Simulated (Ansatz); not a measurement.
Z-matrix (Å, degrees):
```
Si
O 1 1.606
O 1 1.633 2 120.0
O 1 1.620 2 105.5 3 -138.9
C 1 1.789 2 124.0 3 62.8
Si 2 1.645 1 143.2 3 -31.8
H 4 0.959 1 116.5 2 171.3
H 5 1.088 1 123.7 2 159.7
H 5 1.088 1 122.9 2 -7.5
H 6 1.482 2 107.7 1 -151.9
H 6 1.483 2 109.5 1 88.4
H 6 1.485 2 110.0 1 -32.2
```

Charge 0, multiplicity 1.

(1) List the ωB97M-V/def2-TZVPP orbital energies in eV (Ansatz 0.2.0). (An estimate is asked.)

## Answers

(1) The calculation gave: Occupied: -1808.19, -1807.73, -526.70, -526.58, -525.89, -282.40, -149.09, -148.72, -103.24, -103.22, -103.20, -102.87, -102.81, -102.81, -31.82, -31.02, -30.61, -20.96, -19.67, -17.72, -16.24, -15.62, -15.04, -14.54, -14.10, -13.77, -13.19, -12.90, -11.72, -11.66, -10.77, -9.89. Lowest empty: 1.50, 2.35, 2.91, 3.10, 3.30, 3.39, 3.77, 4.09.
